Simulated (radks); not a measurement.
Values are calculated unless marked as measured or tabulated.
Valence configurations of Sb IV (all share [Kr]). Level of theory: Dirac Kohn-Sham, BLYP, spin-unpolarised, spherical densities, finite nucleus; open shells fill j = l - 1/2 first; Fermi nuclear charge, rms radius 4.6802 fm (a radial shooting solver on a logarithmic mesh with Libxc functionals). Energies are relative to 4d10 5s2; eigenvalues in eV.

valence          E (eV)  e(4d3/2)  e(4d5/2)  e(5p1/2)  e(5p3/2)  e(5s1/2)
4d10 5s2          0.000   -63.288   -62.027         -         -   -38.980
4d10 5s1 5p1      9.345   -64.441   -63.176   -30.281         -   -39.678
4d9 5s2 5p1      34.569   -69.919   -68.597   -31.785         -   -41.627
4d7 5s2 5p3      118.69   -83.381   -81.939   -35.854   -34.471   -46.749
4d8 5s2 5p2      73.650   -76.529   -75.148   -33.788         -   -44.157
4d5 5s2 5p5      223.42   -97.020   -95.455   -39.800   -38.165   -51.678
4d6 5s2 5p4      168.60   -90.211   -88.707   -37.854   -36.345   -49.251
4d9.5 5s2 5p0.5  16.725   -66.606   -65.314   -30.749         -   -40.320
4d7 5s1 5p4      131.03   -84.610   -83.164   -36.469   -35.061   -47.463
4d8 5s1 5p3      85.344   -77.816   -76.431   -34.439   -33.156   -44.916

NIST lists [Kr] 4d10 5s2 as the ground configuration; this level of theory agrees among the configurations tried. The energies are those of spherical spin-averaged densities, not of single terms.
